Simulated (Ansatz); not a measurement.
Consider the substitution at a C–C bond: `CCOCCCl` + `[SiH3][TeH]` → `[SiH3][Te]CCl` + `CCOC`.

Program: Ansatz. Geometries: PBE0-D4/def2-TZVP. ΔE: electronic, gas phase. CCSD(T)/CBS is the MP2 limit (def2-TZVPP, def2-QZVPP) plus CCSD(T) − MP2 in def2-TZVPP, frozen cores. Functionals use def2-TZVPP. def2 core potentials past Kr. For Te outer-core shells are correlated without core-valence functions, which leaves a few kJ/mol of doubt a bond. Each species was taken in one conformer, which may not be the lowest.

CCSD(T)/CBS gives +4.2 kcal/mol.

Q: Another level gave +6.2 kcal/mol. Which?
A. HF/def2-TZVPP
B. CCSD/def2-TZVPP
C. PBE0-D4/def2-TZVPP
D. revPBE/def2-TZVPP

A: B. CCSD/def2-TZVPP 6.2, PBE0-D4 5.1, revPBE 3.2, HF/def2-TZVPP 8.1 kcal/mol.

Largest T1 diagnostic among the species: 0.011.

From r2SCAN to r2SCAN0 (25 % exact exchange), in def2-TZVPP and without D4, ΔE moves by +0.9 kcal/mol. At CCSD(T), def2-SVP lies +5.9 kcal/mol from the extrapolated value and def2-TZVPP +1.4 kcal/mol.
